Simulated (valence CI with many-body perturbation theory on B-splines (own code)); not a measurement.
Ir⁶⁴⁺: electric-dipole lines

Level of theory: configuration interaction combined with many-body perturbation theory (CI+MBPT): three valence electrons over a frozen Dirac-Fock core [Ne], a basis of 11 s, 11 p, 9 d, 7 f, 5 g, 2 h, 1 i functions for each j, with the one-electron correlation potential Σ1, the two-electron term Σ2, the three-electron term Σ3, Breit, model QED; selected CI, second order for the rest (own B-spline code, finite nucleus).

The last digits are not significant, and no measured levels were compared; by estimate large intervals hold to a few tenths of a per cent, small ones and those within an open d or f shell to about a per cent.

Lines 101 to 150 of 280 in falling wavelength, among levels below 122.71 Ry, chosen from the strongest by gf and those to the six lowest levels. Wavelengths and rates use the calculated energies. Electric multipoles are in the length gauge, E1 and E2 with the static RPA response of the core. Weak lines are less certain than strong ones. Lines between different terms over intervals too small for the method are left out, as are lines whose strength nearly cancels. The highest levels of a list are the least certain.

Levels are named by their leading jj configuration (3d3/2^4 stands for four electrons in 3d with j = 3/2), which in mixed levels can hold well under half, so a name can repeat and another be missing. Letters in brackets count levels of one name in rising energy.

```csv
λ vac (Å),Upper,Lower,A (s⁻¹),log gf,Branch %
34.75,(3s 3d3/2 3d5/2) J=5/2 [b],(3s 3p3/2 3d3/2) J=5/2 [a],9.01e+10,-1.01,2.1
34.53,(3s 3p3/2 3d5/2) J=7/2 [b],(3s 3p3/2^2) J=5/2,2.64e+11,-0.42,7.8
33.92,(3s 3p1/2 3d5/2) J=5/2 [b],(3s 3p1/2 3p3/2) J=3/2 [a],5.95e+09,-2.21,2.0
33.48,(3s 3p1/2 3d5/2) J=3/2,(3s 3p1/2 3p3/2) J=3/2 [a],5.31e+10,-1.45,6.9
21.15,(3s 3p1/2 3p3/2) J=3/2 [a],(3s^2 3p1/2) J=1/2,1.75e+10,-2.33,86.8
21.13,(3p1/2^2 3d3/2) J=3/2,(3s^2 3p3/2) J=3/2,4.70e+09,-2.90,2.7
20.92,(3s 3p3/2 3d5/2) J=5/2 [a],(3s^2 3d5/2) J=5/2,5.36e+11,-0.68,54.5
20.91,(3p1/2 3p3/2 3d5/2) J=7/2 [a],(3s 3p1/2 3d5/2) J=5/2 [b],1.60e+11,-1.08,7.1
20.71,(3s 3p3/2^2) J=5/2,(3s^2 3p3/2) J=3/2,9.58e+11,-0.43,99.9
20.65,(3p1/2 3p3/2 3d5/2) J=3/2 [a],(3s 3p1/2 3d5/2) J=3/2,1.14e+12,-0.54,52.1
20.61,(3s 3p3/2 3d5/2) J=7/2 [a],(3s^2 3d5/2) J=5/2,1.61e+11,-1.09,25.3
20.60,(3p1/2 3p3/2^2) J=3/2,(3s 3p1/2 3p3/2) J=1/2,1.65e+12,-0.38,37.5
20.54,(3p1/2 3p3/2 3d5/2) J=7/2 [a],(3s 3p1/2 3d5/2) J=7/2,1.64e+11,-1.08,7.3
20.48,(3s 3p3/2 3d5/2) J=3/2 [a],(3s^2 3d5/2) J=5/2,3.40e+11,-1.07,34.2
20.42,(3p1/2 3p3/2^2) J=5/2,(3s 3p1/2 3p3/2) J=3/2 [b],1.07e+12,-0.40,59.9
20.34,(3p1/2 3p3/2 3d5/2) J=5/2 [a],(3s 3p1/2 3d5/2) J=5/2 [b],1.04e+12,-0.41,51.6
20.29,(3p1/2 3p3/2 3d3/2) J=5/2 [a],(3s 3p1/2 3d3/2) J=5/2,5.40e+11,-0.70,35.2
20.27,(3p1/2 3p3/2 3d5/2) J=9/2,(3s 3p1/2 3d5/2) J=7/2,1.14e+12,-0.15,94.1
20.24,(3p1/2 3p3/2^2) J=3/2,(3s 3p1/2 3p3/2) J=3/2 [b],4.17e+11,-0.99,9.5
20.13,(3p1/2 3p3/2 3d3/2) J=3/2 [b],(3s 3p1/2 3d3/2) J=3/2 [c],3.05e+11,-1.13,6.5
20.10,(3p1/2 3p3/2 3d3/2) J=5/2 [b],(3s 3p1/2 3d3/2) J=3/2 [c],1.77e+12,-0.19,42.9
20.05,(3s 3p3/2 3d3/2) J=3/2 [b],(3s^2 3d3/2) J=3/2,1.56e+12,-0.42,25.6
20.03,(3p1/2 3p3/2 3d5/2) J=7/2 [a],(3s 3p1/2 3d5/2) J=5/2 [a],1.85e+12,-0.05,82.4
20.01,(3p1/2 3p3/2 3d3/2) J=3/2 [a],(3s 3p1/2 3d3/2) J=5/2,6.18e+11,-0.83,23.4
20.01,(3p1/2 3p3/2 3d5/2) J=5/2 [b],(3s 3p1/2 3d5/2) J=3/2,5.28e+11,-0.72,20.1
20.01,(3p1/2 3p3/2^2) J=1/2,(3s 3p1/2 3p3/2) J=1/2,4.47e+11,-1.27,13.1
19.99,(3p1/2 3p3/2 3d5/2) J=5/2 [a],(3s 3p1/2 3d5/2) J=7/2,3.47e+11,-0.90,17.2
19.93,(3p1/2 3p3/2 3d5/2) J=7/2 [b],(3s 3p1/2 3d5/2) J=5/2 [b],2.98e+11,-0.85,20.6
19.93,(3s 3p3/2 3d5/2) J=7/2 [b],(3s^2 3d5/2) J=5/2,3.07e+12,0.16,91.0
19.92,(3s 3p1/2 3d3/2) J=3/2 [a],(3s 3p1/2^2) J=1/2,3.20e+11,-1.12,82.6
19.90,(3p1/2 3p3/2 3d3/2) J=5/2 [a],(3s 3p1/2 3d3/2) J=3/2 [b],3.25e+11,-0.94,21.2
19.88,(3p1/2 3p3/2 3d3/2) J=3/2 [b],(3s 3p1/2 3d3/2) J=1/2,2.68e+11,-1.20,5.7
19.77,(3s 3p1/2 3p3/2) J=3/2 [b],(3s^2 3p1/2) J=1/2,1.03e+12,-0.62,97.3
19.76,(3p1/2 3p3/2 3d3/2) J=7/2,(3s 3p1/2 3d3/2) J=5/2,2.22e+12,0.02,96.0
19.72,(3p1/2 3p3/2 3d3/2) J=1/2 [b],(3s 3p1/2 3d3/2) J=1/2,9.77e+11,-0.94,25.9
19.72,(3p1/2 3p3/2^2) J=5/2,(3s 3p1/2 3p3/2) J=5/2,5.23e+11,-0.74,29.3
19.66,(3p1/2 3p3/2^2) J=1/2,(3s 3p1/2 3p3/2) J=3/2 [b],2.40e+12,-0.56,70.3
19.66,(3p1/2 3p3/2 3d5/2) J=1/2,(3s 3p1/2 3d5/2) J=3/2,8.46e+11,-1.01,56.3
19.64,(3s 3p3/2 3d3/2) J=5/2 [b],(3s^2 3d3/2) J=3/2,5.73e+12,0.30,81.4
19.64,(3p1/2 3p3/2 3d5/2) J=3/2 [a],(3s 3p1/2 3d5/2) J=5/2 [a],6.11e+11,-0.85,27.9
19.63,(3p1/2 3p3/2 3d3/2) J=3/2 [a],(3s 3p1/2 3d3/2) J=3/2 [b],6.47e+11,-0.83,24.4
19.59,(3p1/2 3p3/2 3d5/2) J=7/2 [b],(3s 3p1/2 3d5/2) J=7/2,3.46e+11,-0.80,24.0
19.57,(3p1/2 3d3/2^2) J=5/2,(3p1/2^2 3d3/2) J=3/2,6.55e+11,-0.65,89.2
19.55,(3p1/2 3p3/2^2) J=3/2,(3s 3p1/2 3p3/2) J=5/2,4.31e+11,-1.01,9.8
19.54,(3p1/2 3p3/2 3d3/2) J=1/2 [a],(3s 3p1/2 3d3/2) J=3/2 [b],1.62e+12,-0.73,55.5
19.52,(3p1/2 3p3/2 3d5/2) J=5/2 [b],(3s 3p1/2 3d5/2) J=7/2,2.15e+11,-1.13,8.2
19.51,(3p1/2 3p3/2 3d5/2) J=5/2 [a],(3s 3p1/2 3d5/2) J=5/2 [a],1.55e+11,-1.28,7.7
19.49,(3s 3p1/2 3d3/2) J=3/2 [b],(3s 3p1/2^2) J=1/2,4.84e+11,-0.96,85.2
19.47,(3p1/2 3p3/2 3d3/2) J=5/2 [a],(3s 3p1/2 3d3/2) J=3/2 [a],6.03e+11,-0.69,39.4
19.45,(3s 3p3/2 3d3/2) J=1/2 [b],(3s^2 3d3/2) J=3/2,4.57e+12,-0.28,58.5
```
